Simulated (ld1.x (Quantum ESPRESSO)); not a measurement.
**What the settings do to the TM potential of Se**

Base potential:

ld1.x (Quantum ESPRESSO) 7.5 input, shortened:

```
&input
   title='Se', zed=34., rel=2, dft='PBESOL', iswitch=3,
   config='[Ar] 3d10 4s2 4p2.5 4d-2', rel_dist='average'
 /
 &inputp
   pseudotype=2, tm=.true., lloc=-2, rcloc=1.60,
   nlcc=.false.
 /
3
4S  1  0   2.00   0.00  1.60  1.60  0.0
4P  2  1   2.50   0.00  1.70  1.70  0.0
4D  3  2  -2.00   0.05  1.30  1.30  0.0
 &test
   configts(1)='4s2 4p2.5'
 /
```

Open shells are filled in proportion to 2j + 1 (rel_dist='average').

All-electron outer shells of the reference configuration (PBEsol, scalar-relativistic, ld1.x):

| shell | level (eV) | outermost node (bohr) | outermost maximum (bohr) |
| --- | --- | --- | --- |
| 4s | -32.14 | 0.70 | 1.49 |
| 4p | -20.33 | 0.74 | 1.73 |

Cutoffs, loose and tight: the cutoffs (Ry, on a coarse ladder) from which the occupation-weighted sum of valence levels, in a spherical-Bessel basis at the reference potential, stays within 10 and 1 mRy of its value at 400 Ry. They do not see the model core or the augmentation charge, which bear on the density cutoff. Test errors are all-electron minus pseudo excitation energies from the reference, over the configurations 4s2 4p4; 4s2 4p3; 4s2 4p2; 4s2 4p4.3; 4s2 4p0; 4s2 4p1; 4s2 4p3.5. A dash means not determined; rows that change the core or the reference have their own tests. The largest error is taken over the tests solved by every variant that gives reliable tests at all: 4s2 4p1; 4s2 4p2; 4s2 4p3; 4s2 4p3.5; 4s2 4p4.

A true bound ghost makes a file unfit for plane-wave use even where its test errors are small: the radial tests pick states by their node count and pass the ghost by. Where a test does run into it, the solver fails or the error is huge.

| change | outcome | cutoff, loose | cutoff, tight | bound ghosts | largest test error (meV) |
| --- | --- | --- | --- | --- | --- |
| base | generated | 40 Ry | 55 Ry | d3/2, d5/2 | -1.2 |
| functional PW91 | generated | 40 Ry | 55 Ry | d3/2, d5/2 | +9.9 |
| wave 4d channel at 0.05 Ry: rc 1.30 bohr becomes 4d channel at 0.05 Ry: rc 1.44 bohr | generated | 40 Ry | 55 Ry | d3/2, d5/2 | -1.2 |
| wave 4d channel at 0.05 Ry: rc 1.30 bohr becomes 4d channel at 0.38 Ry: rc 1.30 bohr | generated | 40 Ry | 55 Ry | d3/2, d5/2 | -1.2 |
| wave 4p (bound): rc 1.70 bohr becomes 4p (bound): rc 1.96 bohr | generated | 40 Ry | 55 Ry | d3/2, d5/2 | -4.1 |
| all radii scaled by about 0.77 (s 1.24, p 1.32, d 1.00 bohr); local potential all-electron potential smoothed inside 1.24 bohr (lloc = -2) | generated | 70 Ry | 160 Ry | d3/2, d5/2 | +2.9 |
| local potential all-electron potential smoothed inside 1.55 bohr (lloc = -1) | generated | 40 Ry | 55 Ry | d3/2, d5/2 | +5.0 |
| reference 4s2 4p3.75 | generated | 40 Ry | 55 Ry | d3/2, d5/2 | +9.1 |
| wave 4d channel at 0.05 Ry: rc 1.30 bohr becomes 4d channel at 0.11 Ry: rc 1.30 bohr | generated | 40 Ry | 55 Ry | d3/2, d5/2 | -1.2 |
| local potential the p channel | generated, misses its reference levels by 0.33 eV | 40 Ry | 55 Ry | d5/2, d3/2 | -9.7 |

Problem. What comes out with this change to the base: wave 4s (bound): rc 1.60 bohr becomes 4s (bound): rc 1.36 bohr?

Solution. outcome: generated; cutoff, loose: 40 Ry; cutoff, tight: 80 Ry; bound ghosts: d3/2, d5/2; largest test error (meV): -0.6.

Problem. What comes out with this change to the base: local potential all-electron potential smoothed inside 0.90 bohr (lloc = -2)?

Solution. outcome: generated; cutoff, loose: 40 Ry; cutoff, tight: 55 Ry; bound ghosts: d3/2, d5/2, s; largest test error (meV): -25.

Problem. What comes out with this change to the base: core correction a·sin(br)/r model core inside 1.42 bohr?

Solution. outcome: generated; cutoff, loose: 40 Ry; cutoff, tight: 55 Ry; bound ghosts: d3/2, d5/2; largest test error (meV): -21.
